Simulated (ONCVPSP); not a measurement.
Reading a pseudo-wave (H (Z = 1))

Columns: radius, all-electron u(r) and pseudo u(r) of the 1s shell (level -12.34 eV) of hydrogen in the configuration 1s0.5; LDA (Perdew-Zunger), scalar-relativistic, ONCV scheme, ONCVPSP 4.0.1.

```json
{"r (bohr)": "0.042", "all-electron": "0.0836", "pseudo": "0.0714"}
{"r (bohr)": "0.085", "all-electron": "0.1620", "pseudo": "0.1430"}
{"r (bohr)": "0.128", "all-electron": "0.2336", "pseudo": "0.2119"}
{"r (bohr)": "0.170", "all-electron": "0.2974", "pseudo": "0.2761"}
{"r (bohr)": "0.212", "all-electron": "0.3554", "pseudo": "0.3373"}
{"r (bohr)": "0.255", "all-electron": "0.4092", "pseudo": "0.3966"}
{"r (bohr)": "0.298", "all-electron": "0.4578", "pseudo": "0.4520"}
{"r (bohr)": "0.340", "all-electron": "0.5004", "pseudo": "0.5015"}
{"r (bohr)": "0.382", "all-electron": "0.5387", "pseudo": "0.5452"}
{"r (bohr)": "0.425", "all-electron": "0.5735", "pseudo": "0.5832"}
{"r (bohr)": "0.467", "all-electron": "0.6037", "pseudo": "0.6138"}
{"r (bohr)": "0.510", "all-electron": "0.6309", "pseudo": "0.6394"}
{"r (bohr)": "0.552", "all-electron": "0.6540", "pseudo": "0.6600"}
{"r (bohr)": "0.595", "all-electron": "0.6746", "pseudo": "0.6780"}
{"r (bohr)": "0.638", "all-electron": "0.6921", "pseudo": "0.6936"}
{"r (bohr)": "0.680", "all-electron": "0.7065", "pseudo": "0.7070"}
{"r (bohr)": "0.722", "all-electron": "0.7185", "pseudo": "0.7186"}
{"r (bohr)": "0.765", "all-electron": "0.7283", "pseudo": "0.7283"}
{"r (bohr)": "0.807", "all-electron": "0.7358", "pseudo": "0.7358"}
{"r (bohr)": "0.850", "all-electron": "0.7415", "pseudo": "0.7415"}
{"r (bohr)": "0.892", "all-electron": "0.7453", "pseudo": "0.7453"}
{"r (bohr)": "0.935", "all-electron": "0.7474", "pseudo": "0.7474"}
{"r (bohr)": "0.977", "all-electron": "0.7479", "pseudo": "0.7479"}
{"r (bohr)": "1.020", "all-electron": "0.7470", "pseudo": "0.7470"}
{"r (bohr)": "1.062", "all-electron": "0.7448", "pseudo": "0.7448"}
{"r (bohr)": "1.105", "all-electron": "0.7414", "pseudo": "0.7414"}
```

Q: How many radial nodes do the two functions have?

A: The all-electron 1s function has n − l − 1 = 0; the pseudo-wave has 0.

Q: At about which radius was the pseudo-wave matched?

A: 0.85 bohr. The columns agree to 0.0005 from 0.68 bohr on; several derivatives are matched, so the curves merge somewhat inside the radius.

Q: Where does each function peak?

A: Outermost all-electron maximum near 0.98 bohr, pseudo maximum near 0.98 bohr (to the table’s step).

Q: Is the pseudo-wave norm-conserving?

A: Yes: the ONCV scheme keeps the norm inside the radius equal to the all-electron one, which fixes the energy derivative of the logarithmic derivative at the level.
